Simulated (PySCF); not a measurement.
# How methods differ on the excitation energy of Te

Te [Kr] 4d10 5s2 5p4 (3P) → Te [Kr] 4d10 5s2 5p3 5d1 (5D), as a difference of total energies. All numbers are calculated (PySCF 2.14, the spin-free X2C one-electron Hamiltonian (Gaussian nucleus), in x2c-QZVPPall with one added diffuse shell each of s, p, d, f type (14s10p8d5f1g, 128 functions)). Correlated levels: valence: [Kr] 4d10 frozen; valence and next inner shell: [Ar] 3d10 frozen. The calculations carry no spin-orbit coupling.

| method | excitation energy (eV) |
| --- | --- |
| UHF | 6.034 |
| LDA | 6.690 |
| PBE0 | 6.505 |
| r2SCAN | 6.600 |
| r2SCAN0 | 6.643 |
| BHandHLYP | 6.795 |
| TPSS | 6.516 |
| SCS-MP2 (valence) | 6.705 |
| MP2 (valence and next inner shell) | 6.634 |
| SCS-MP2 (valence and next inner shell) | 6.770 |

Q: Estimate what PBE gives.

A: 6.408 eV, closest to PBE0 among the rows shown.

Q: Estimate what MP2 (valence) gives.

A: 6.527 eV, closest to TPSS among the rows shown.

Errors of the correlated levels include the incompleteness of this basis and the frozen core.

The promoted electron is Rydberg-like, and one or two diffuse shells describe it only roughly, which tends to raise the upper state.

For comparison: 6.655 eV (measured; NIST levels, between the centres of gravity of the two terms).
